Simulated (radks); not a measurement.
Results of a calculation; reference values are marked as such.
Valence configurations of the nitrogen ion N2+ (all share [He]). Code: a radial shooting solver on a logarithmic mesh with Libxc functionals. Model: non-relativistic Kohn-Sham, LDA (Slater exchange, Perdew-Wang correlation), spin-polarised, spherical densities, point nucleus; open shells are filled with parallel spins first. Energies are relative to 2s2 2p1; eigenvalues in eV for spin up.

| valence | E (eV) | moment (Bohr magnetons) | e(2p) | e(2s) |
|---|---|---|---|---|
| 2s2 2p1 | 0.000 | 1 | -38.620 | -49.803 |
| 2s1.5 2p1.5 | 3.888 | 2 | -39.147 | -50.389 |
| 2s1 2p2 | 6.385 | 3 | -39.437 | -50.747 |
| 2s0.5 2p2.5 | 12.042 | 3 | -39.248 | -50.565 |
| 2p3 | 17.702 | 3 | -39.064 | - |

NIST lists [He] 2s2 2p1 as the ground configuration; this level of theory agrees among the configurations tried. The energies are those of spherical high-spin densities, not of single terms.
